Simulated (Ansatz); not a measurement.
`C=CCBr` + `CCNC(C)(C)C` → `C=CN(CC)C(C)(C)C` + `CBr`  (substitution at a C–C bond)

Gas-phase electronic energies from Ansatz, PBE0-D4/def2-TZVP geometries. CBS: MP2 limit from def2 TZ/QZ plus the TZ coupled-cluster correction, frozen cores. DFT in def2-TZVPP. B3LYP here is the variant with VWN-RPA as its local correlation; programs differ in this. HSE06 is defined as in plane-wave codes. For Br outer-core shells are correlated without core-valence functions, which leaves a few kJ/mol of doubt a bond. Scalar relativity is left out up to krypton. Each species was taken in one conformer, which may not be the lowest.

`C=CCBr`:

Cartesian coordinates in Å:
```
C 0.287 -1.401 0.031
C 0.094 -0.187 0.529
C -0.041 1.023 -0.309
Br -1.828 1.809 -0.114
H 0.400 -2.264 0.676
H 0.340 -1.572 -1.039
H 0.032 -0.039 1.603
H 0.080 0.811 -1.369
H 0.638 1.820 -0.008
```

`CCNC(C)(C)C`:

```xyz
22

C     1.732    1.648   -1.092
C     1.373    1.060    0.265
N    -0.050    0.879    0.494
C    -0.635   -0.448    0.297
C    -0.164   -1.370    1.418
C    -2.144   -0.270    0.404
C    -0.300   -1.080   -1.058
H     2.810    1.810   -1.176
H     1.420    0.997   -1.911
H     1.244    2.618   -1.230
H     1.877    0.099    0.395
H     1.778    1.714    1.047
H    -0.576    1.564   -0.033
H     0.917   -1.528    1.383
H    -0.412   -0.937    2.388
H    -0.641   -2.350    1.335
H    -2.517    0.381   -0.393
H    -2.405    0.179    1.364
H    -2.657   -1.230    0.316
H     0.778   -1.219   -1.178
H    -0.656   -0.452   -1.880
H    -0.770   -2.063   -1.156
```

`C=CN(CC)C(C)(C)C`:

```xyz
26

C    -1.494   -1.416    2.001
C    -1.261   -0.417    1.138
N    -0.066    0.012    0.624
C     1.111   -0.751    0.972
C     1.303   -2.043    0.188
C    -0.095    0.891   -0.562
C    -0.890    2.159   -0.242
C     1.316    1.324   -0.941
C    -0.733    0.175   -1.757
H    -0.727   -2.075    2.386
H    -2.504   -1.577    2.351
H    -2.114    0.161    0.802
H     1.032   -0.979    2.038
H     1.993   -0.119    0.870
H     1.539   -1.845   -0.860
H     0.400   -2.656    0.220
H     2.127   -2.626    0.609
H    -0.472    2.656    0.636
H    -1.944    1.957   -0.050
H    -0.843    2.848   -1.088
H     1.256    2.006   -1.790
H     1.944    0.482   -1.241
H     1.806    1.853   -0.121
H    -1.747   -0.153   -1.519
H    -0.154   -0.707   -2.039
H    -0.786    0.840   -2.623
```

`CBr`:

```xyz
5

C     0.110   -0.149   -0.003
Br   -1.037    1.406    0.028
H    -0.226   -0.798   -0.807
H     0.025   -0.647    0.959
H     1.128    0.188   -0.177
```

| level | ΔE (kcal/mol) | difference from CCSD(T)/CBS |
| --- | --- | --- |
| PBE-D4 | -1.5 | -2.5 |
| revPBE-D4 | -2.3 | -3.3 |
| BLYP-D4 | -1.3 | -2.3 |
| r2SCAN-D4 | -1.2 | -2.2 |
| B97M-V | -0.2 | -1.2 |
| PBE0-D4 | -1.0 | -2.0 |
| B3LYP-D4 | -0.8 | -1.8 |
| r2SCANh-D4 | -1.0 | -2.0 |
| r2SCAN0-D4 | -0.8 | -1.8 |
| HSE06-D4 | -0.8 | -1.8 |
| BHLYP-D4 | 0.2 | -0.8 |
| CAM-B3LYP-D4 | -0.7 | -1.7 |
| ωB97X-V | -0.4 | -1.4 |
| ωB97M-V | -0.2 | -1.2 |
| B2PLYP | 1.1 | 0.1 |
| PBE | 0.5 | -0.5 |
| revPBE | 2.6 | 1.6 |
| BLYP | 2.6 | 1.6 |
| r2SCAN | -0.4 | -1.4 |
| PBE0 | 0.9 | -0.1 |
| B3LYP | 2.2 | 1.2 |
| r2SCANh | -0.2 | -1.2 |
| r2SCAN0 | 0.1 | -0.9 |
| HSE06 | 0.9 | -0.1 |
| BHLYP | 2.5 | 1.5 |
| LC-ωPBE | 0.4 | -0.6 |
| HF/def2-SVP | 3.3 | 2.3 |
| MP2/def2-SVP | -1.9 | -2.9 |
| CCSD/def2-SVP | 0.2 | -0.8 |
| CCSD(T)/def2-SVP | -0.8 | -1.8 |
| HF/def2-TZVPP | 5.4 | 4.4 |
| MP2/def2-TZVPP | -0.9 | -1.9 |
| SCS-MP2/def2-TZVPP | 0.7 | -0.3 |
| CCSD/def2-TZVPP | 1.5 | 0.5 |
| CCSD(T)/def2-TZVPP | 0.4 | -0.6 |
| HF/def2-QZVPP | 5.4 | 4.4 |
| MP2/def2-QZVPP | -0.5 | -1.5 |
| HF/CBS(def2) | 5.4 | 4.4 |
| MP2/CBS(def2) | -0.3 | -1.3 |
| CCSD/CBS(def2) | 2.0 | 1.0 |
| CCSD(T)/CBS | 1.0 | 0 |

Largest T1 diagnostic among the species: 0.011.

In def2-TZVPP, CCSD(T) changes the Hartree–Fock value by −5.0 kcal/mol (the triples alone add −1.1 kcal/mol) and MP2 by −6.3 kcal/mol. The D4 term adds −3.0 kcal/mol with B3LYP and −1.9 kcal/mol with PBE0; it sums over pairs of atoms, weighted by their polarisabilities, and B3LYP, whose exchange is more repulsive, gets the larger term. Leaving LDA and LC-ωPBE aside and taking each functional with its dispersion term where it has one, the values spread over 3.3 kcal/mol, from revPBE-D4 to B2PLYP. LDA lies −4.8 kcal/mol from PBE without D4.
